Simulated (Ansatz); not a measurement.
Gas-phase electronic energies from Ansatz, PBE0-D4/def2-TZVP geometries. CCSD(T)/CBS adds triple-zeta CCSD(T) − MP2 to the extrapolated MP2 energy (def2 sets, frozen cores). This one scheme is used for every species. One conformer a species, not always the lowest.

Reaction (ligand exchange at the Si–C bond): `CC[SiH2]C` + `O[SiH3]` → `C[SiH2]O[SiH3]` + `CC`

| species | CCSD(T)/CBS(def2) energy (Eh) |
| --- | --- |
| `CC[SiH2]C` | -409.27248 |
| `O[SiH3]` | -366.69042 |
| `C[SiH2]O[SiH3]` | -696.28988 |
| `CC` | -79.71954 |

(1) Work out ΔE.

(2) What do rigid-rotor, harmonic-oscillator terms from PBE0-D4/def2-TZVP frequencies (298.15 K, 1 bar) make of the CCSD(T)/CBS value? (An estimate is asked.)

Largest T1 diagnostic among the species: 0.011.

Results:

(1) ΔE = (-696.28988) + (-79.71954) − (-409.27248) − (-366.69042) = -0.04652 Eh = -29.2 kcal/mol.

(2) The calculation gave: ΔZPE = +0.6 kcal/mol, ΔH = -28.4 kcal/mol, ΔS = 6 J/(mol·K), ΔG = -28.8 kcal/mol. Modes under 50 cm⁻¹ make the entropy rough.

From PBE to PBE0 (25 % exact exchange), in def2-TZVPP and without D4, ΔE moves by −1.3 kcal/mol. In def2-TZVPP, CCSD(T) changes the Hartree–Fock value by +6.1 kcal/mol (the triples alone add +0.8 kcal/mol) and MP2 by +5.9 kcal/mol. Leaving LDA and LC-ωPBE aside and taking each functional with its dispersion term where it has one, the values, not all of them listed here, spread over 6.7 kcal/mol, from BHLYP-D4 to revPBE-D4. LDA lies +0.7 kcal/mol from PBE without D4.
